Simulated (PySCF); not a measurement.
**TDDFT excited states: C3H5F3O**

MeOCH2CF3, C₃H₅F₃O.
Atom-mapped SMILES: `[CH3:1][O:2][CH2:3][C:4]([F:5])([F:6])[F:7]` (hydrogens: H8, H9, H10 on C1; H11, H12 on C3)

Computed, not measured: TDDFT B3LYP/def2-SVPD, vertical, gas phase, core orbitals frozen in the response in PySCF 2.14.0, density-fitted response routines. The structure is a single PBE0-D3(BJ)/def2-SVP conformer in the gas phase; no vibrational or solvent corrections. Torsions of this conformer, `[CH3:1][O:2][CH2:3][C:4]([F:5])([F:6])[F:7]`: C1–O2–C3–C4 -76°, O2–C3–C4–F5 -169°.

```tsv
state	E (eV)	λ (nm)	f	|μ| (D)	main configurations (H = HOMO, L = LUMO)
S1	7.28	170.3	0.019	0.83	H→L (96%)
S2	8.07	153.7	0.018	0.77	H→L+2 (70%), H→L+1 (25%)
S3	8.18	151.5	0.0082	0.51	H→L+1 (73%), H→L+2 (22%)
S4	8.48	146.2	0.034	1.03	H→L+3 (81%), H→L+4 (16%)
S5	8.71	142.4	0.0028	0.29	H→L+4 (74%), H→L+3 (12%), H-1→L (9%)
S6	8.71	142.3	0.019	0.77	H-1→L (84%)
S7	9.17	135.2	0.0076	0.47	H→L+5 (86%), H→L+6 (10%)
S8	9.40	131.9	0.0065	0.43	H→L+6 (86%), H→L+5 (10%)
S9	9.47	131.0	0.033	0.96	H-1→L+2 (67%), H-1→L+1 (22%)
S10	9.58	129.4	0.0034	0.31	H-1→L+1 (74%), H-1→L+2 (16%)
```

Triplets, Tamm–Dancoff:

```tsv
state	E (eV)	λ (nm)	main configurations (H = HOMO, L = LUMO)
T1	7.11	174.3	H→L (88%), H→L+2 (9%)
T2	7.71	160.9	H→L+2 (72%), H→L (9%)
T3	8.07	153.7	H→L+1 (90%)
T4	8.31	149.1	H→L+3 (67%), H→L+4 (17%), H-1→L (10%)
```

The lowest singlet lies at 7.28 eV (170 nm, vacuum ultraviolet) and is weak; its leading configuration is HOMO→LUMO (96%). The largest oscillator strength of a single state is 0.034. S5/S6 lie within about 0.01 eV of each other. Löwdin shares by element: HOMO oxygen 57%, carbon 19% or more, hydrogen 7% or more (atoms not listed hold the other 17%); LUMO carbon 45%, hydrogen 10% or more (atoms not listed hold the other 45%). Weighted by f, the mean energy of these states is 8.61 eV. The oscillator strengths of these states sum to 0.152; summed over the whole spectrum of an exact calculation they would give the number of electrons, 58 (Thomas–Reiche–Kuhn). The listed states span 2.30 eV, and the widest gap between neighbours is 0.79 eV (S1 to S2). The vertical ionisation energy (ΔSCF) is 10.58 eV, 1.00 eV above S10. Only the lowest 10 singlets were computed, as vertical energies without vibronic structure.
